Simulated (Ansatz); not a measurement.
`[CH3][Sn]([CH3])([F])[F]` → `CF` + `[CH3][Sn][F]` at 400 K and 1 bar (stannylene formation by 1,1-elimination).

Gas-phase electronic energies from Ansatz, PBE0-D4/def2-TZVP geometries. CBS: MP2 limit from def2 TZ/QZ plus the TZ coupled-cluster correction, frozen cores. This one scheme is used for every species. Elements past krypton have def2 core potentials. For Sn outer-core shells are correlated without core-valence functions, which leaves a few kJ/mol of doubt a bond.

```
                   species  CCSD(T)/CBS energy (Eh)  H − E (kJ/mol)  S (J/(mol·K))
`[CH3][Sn]([CH3])([F])[F]`               -493.41870           238.7          431.3
                      `CF`               -139.63461           117.5          234.3
            `[CH3][Sn][F]`               -353.71142           118.0          336.4
```

H − E and S are ideal-gas, rigid-rotor, harmonic terms from PBE0-D4/def2-TZVP. 1 Eh = 2625.50 kJ/mol, R = 8.31446 J/(mol·K).

Q: By hand: ΔE, ΔH, ΔS and ΔG.

A: ΔE = (-139.63461) + (-353.71142) − (-493.41870) = 0.07267 Eh = 190.8 kJ/mol. Δ(H − E) = 117.5 + 118.0 − 238.7 = -3.2, so ΔH = 187.6 kJ/mol. ΔS = 234.3 + 336.4 − 431.3 = 139.4 J/(mol·K). ΔG = 187.6 − 400 × (139.4)/1000 = 131.8 kJ/mol.

Q: By hand: the equilibrium constant, and the temperature at which ΔG would vanish if ΔH and ΔS stayed fixed.

A: log₁₀ K = −ΔG/(RT ln 10) = -17.2. ΔG = 0 at ΔH/ΔS = 1346 K.

The number of gas molecules changes by +1, which sets the sign of ΔS. A doubt of 5 kJ/mol in ΔE shifts log₁₀ K by 0.7 here. Modes under 60 cm⁻¹, often nearly free rotors, make the harmonic entropy too high. These are equilibria of isolated gas molecules and say nothing of rates. Largest T1 diagnostic: 0.015 (customary marks: 0.02 for closed shells, 0.045 for open ones).
